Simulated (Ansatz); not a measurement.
CF2 (SMILES F[C]F) moved off its minimum; all values from Ansatz (a first-principles code), cores frozen in correlated methods.
(charge 0, multiplicity 1)
```xyz
3

F     -1.02571    -0.26378     0.00972
C     -0.06976     0.60259    -0.02088
F      1.03051    -0.14096    -0.02074
```

Problem. Give the forces (eV/Å), the total energy and the dipole at CCSD(T)/aug-cc-pVTZ.

Solution. 
```tsv
atom	Fx	Fy	Fz
F1	-0.439	-0.188	0.010
C2	0.883	-0.294	-0.006
F3	-0.443	0.482	-0.004
```
Energy -237.4379 hartree, dipole 0.47 D.

Doubts at one or more of the structures used: a restricted determinant that unrestricted orbitals would lower (CCSD(T)/aug-cc-pVTZ).
